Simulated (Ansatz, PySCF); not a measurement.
Complex: H2S (SMILES S) (first 3 atoms) with HI (SMILES I); geometry from B3LYP-D3(BJ)/def2-TZVP, rigid monomers moved along the line of their centres of mass till S1···H5 is 4.46 Å.
(charge 0, multiplicity 1):
```xyz
5

S     -0.095     0.072     0.102
H      0.056     1.402     0.220
H     -1.390     0.126     0.451
I      1.225    -0.354     6.035
H      0.947    -0.330     4.425
```

Monomers are frozen at their geometry in the pair; levels with a basis set take the counterpoise correction.

Frozen-core correlation. Filled d and f shells under p-block atoms count as core. CBS(a, b) extrapolates the correlation energy as X⁻³ and adds the Hartree–Fock energy of set b.

Programs: Ansatz (a first-principles code); PySCF for the dispersion terms. Values without a source in brackets are computed. In def2 rows elements past Kr take small-core potentials, without spin–orbit coupling.

PBE/def2-TZVPPD gives -1.7 kJ/mol for the interaction energy.

Problem. Predict the shift from PBE, with its sign, for: PBE-D3(BJ)/def2-TZVPPD, r2SCAN/def2-TZVPPD, PBE0/def2-TZVPPD, wB97M-V/def2-TZVPPD, MP2/CBS(def2-TZVPPD, def2-QZVPPD), CCSD(T)/CBS(def2-TZVPPD, def2-QZVPPD).

Solution. PBE-D3(BJ)/def2-TZVPPD -0.6; r2SCAN/def2-TZVPPD 0.2; PBE0/def2-TZVPPD 0.1; wB97M-V/def2-TZVPPD -0.2; MP2/CBS(def2-TZVPPD, def2-QZVPPD) -0.4; CCSD(T)/CBS(def2-TZVPPD, def2-QZVPPD) -0.3 kJ/mol. 2 of 6 lie above PBE; the widest gap is to PBE-D3(BJ)/def2-TZVPPD.
